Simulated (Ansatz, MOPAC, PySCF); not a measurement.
Lewis adduct: AlH3 (SMILES [AlH3]) (first 4 atoms) with H2O (SMILES O); geometry from B3LYP-D3(BJ)/def2-TZVP, rigid monomers moved along the line of their centres of mass till Al1···O5 is 2.86 Å.
(charge 0, multiplicity 1):
```xyz
7

Al    -0.021     0.218     0.326
H      0.603    -0.935    -0.566
H     -1.608     0.386     0.337
H      0.869     1.510     0.619
O      0.157    -0.838     2.979
H     -0.708    -0.940     3.397
H      0.705    -0.294     3.559
```

Counterpoise-corrected where a basis set is named; no monomer relaxation. Rows marked so take none.

Frozen-core correlation. CBS(a, b) extrapolates the correlation energy as X⁻³ and adds the Hartree–Fock energy of set b. Rows in 6-31G* carry no dispersion term and start afresh at each structure (6-31G* with six Cartesian d functions). The state that PM3, PM6, PM7 reach isn't checked; PM7 holds dispersion and hydrogen-bond terms.

The values were computed with Ansatz (Gaussian orbitals); MOPAC for PM3, PM6, PM7 (differences of heats of formation); PySCF for 6-31G* rows, the dispersion terms. Values without a source in brackets are computed.

The comparison value is -10.86 kcal/mol (CCSD(T)/CBS(aug-cc-pV(D+d)Z, aug-cc-pV(T+d)Z)). It is a level with limits of its own, not the exact answer.

### Question
Order these levels by how close they come to the comparison value for the interaction energy, closest first: PM6, PBE-D4/def2-TZVPPD, PM3, PM7, HF/6-31G* (no counterpoise). Give each level's value less the comparison value.

### Answer
PBE-D4/def2-TZVPPD (-0.22 kcal/mol), PM7 (0.81 kcal/mol), HF/6-31G* (no counterpoise) (-2.01 kcal/mol), PM3 (4.20 kcal/mol), PM6 (6.92 kcal/mol)

Ansatz is a first-principles code.
